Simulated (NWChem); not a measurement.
Species: C2H5FSi2; SMILES C#C[Si@@H](F)[SiH3]

```xyz
10

C      1.0964    -2.6077     0.2417
C      0.4300    -1.6274    -0.0362
Si    -0.5018    -0.1069    -0.4447
F     -1.8832    -0.0875     0.4207
Si     0.7749     1.7716     0.1323
H      1.6799    -3.4784     0.4860
H     -0.8768    -0.1417    -1.8857
H      0.0209     3.0256    -0.1719
H      1.1037     1.7298     1.5885
H      2.0406     1.7561    -0.6634
```
Atoms are numbered in this order, from 1.

Computed with NWChem. Pople sets run with spherical d functions. The geometry was optimised at PBE0/def2-SVP.

For level Hartree-Fock/6-31G*:

| Property | Value |
|---|---|
| highest occupied level (eV) | -10.56 |
| orbital gap (eV) | 13.25 |
| dipole (D) | 2.01 |

Q: How do the values read with level PW6B95/6-31G* instead?

A: 
| Property | Value |
|---|---|
| highest occupied level (eV) | -7.92 |
| orbital gap (eV) | 7.19 |
| dipole (D) | 1.78 |
